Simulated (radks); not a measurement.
Values are calculated unless marked as measured or tabulated.
Species: Pr4+. Configuration: [Kr] 4d10 4f1 5s1 5p6 5f1 (not the ground configuration). Level of theory: Dirac Kohn-Sham, PBEsol, spin-unpolarised, spherical densities, finite nucleus; open shells are shared between the two j in proportion to 2j + 1; Fermi nuclear charge, rms radius 4.8919 fm (a radial shooting solver on a logarithmic mesh with Libxc functionals).

Normalised radial functions P(r) = r R(r) (large component), r in bohr:

```
   r/bohr * 4f5/2, o 4f7/2, + 5f7/2 (the largest magnitude, 1.05, reaches the edge; | marks zero, & curves that meet)
 0.001151                             &
 0.001547                             &
 0.002097                             &
  0.00282                             &
 0.003821                             &
 0.005179                             &
 0.006963                             &
 0.009437                             &
  0.01269                             &
   0.0172                             &
  0.02312                             &
  0.03133                             &
  0.04246                             &
  0.05709                             &
  0.07737                             +&
    0.104                             +&
    0.141                             |+ &
   0.1911                             | +    &
   0.2569                             |   +       &
   0.3482                             |     +           &
   0.4681                             |      +                &
   0.6344                             |      +                   &
   0.8597                             |    +                   &
    1.156                             +                  &
    1.567                       +     |           &
    2.106                 +           |     &
    2.854              +              | &
    3.838               +             &
    5.201                     +       &
    7.049                           + &
    9.477                             &
```

4f5/2: eigenvalue -56.333 eV, 0 radial nodes, <r> = 0.906 bohr, 90 % of the charge inside 1.49 bohr. 4f7/2: eigenvalue -55.866 eV, 0 radial nodes, <r> = 0.913 bohr, 90 % of the charge inside 1.50 bohr. 5f7/2: eigenvalue -18.954 eV, 1 radial node at r = 1.19 bohr, <r> = 3.38 bohr, 90 % of the charge inside 4.98 bohr.
